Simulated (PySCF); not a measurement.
These are PBE-D3(BJ)/def2-TZVP // B3LYP-D3(BJ)/def2-SVP run with PySCF values and carry that method's errors. All species are isolated molecules in the gas phase. One relaxed conformer stands for a flexible species; it need not be the lowest. 

Reference species (SMILES): `Br[Si](Br)(Br)Br` (neutral, multiplicity 1).

* **HOMO**: -7.42 eV
* **S1 oscillator strength**: 0.000

Changed species: `O([Si](Br)(OC)Br)C` (C–O–Si–Br torsion -59°, Br–Si–O–C torsion -57°) (2 of 4 Br replaced by OCH3; the reference has 0 of 4 Br replaced by OCH3).

Task: What does the change do to the HOMO and S1 oscillator strength?

Result: the HOMO increases by 0.43 eV, to -6.99 eV; the S1 oscillator strength is nearly the same.
